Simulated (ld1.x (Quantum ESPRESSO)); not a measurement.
Configuration tests for boron (TM)

```
Element                 : B
Generator               : ld1.x (Quantum ESPRESSO) 7.5
Type                    : norm-conserving Troullier–Martins (Kleinman–Bylander form)
Functional              : PBE
Relativity              : non-relativistic
Frozen core             : [He]
Valence charge          : 3
Reference configuration : 2s2 2p1
Partial waves           : 2s (bound): rc 1.00 bohr; 2p (bound): rc 3.70 bohr
Local potential         : the p channel
Core correction         : none
```

Energies are relative to the spin-unpolarised reference configuration 2s2 2p1; without spin polarisation the order of configurations can differ from experiment. The frozen-core shift is the all-electron ΔE with the core orbitals held at their reference shape minus the fully relaxed ΔE.

| valence configuration | charge | ΔE all-electron (eV) | error AE − PS (meV) | frozen-core shift (meV) |
| --- | --- | --- | --- | --- |
| 2s2 2p0 | +1 | 8.222 | +176 | +0.3 |
| 2s1 2p0 | +2 | 33.637 | +534 | +5.5 |
| 2s2 2p0.5 | +0.5 | 2.888 | +23 | 0.0 |
| 2s1 2p2 | 0 | 5.844 | -32 | +0.5 |
| 2s2 2p1.3 | -0.3 | -0.739 | +0.5 | 0.0 |
| 2s1 2p1 | +1 | 14.355 | -114 | +0.9 |

Q: What are ΔE and the potential's error for 2s0 2p3?

A: ΔE = 11.708 eV all-electron; the error (AE − PS) is -107 meV.
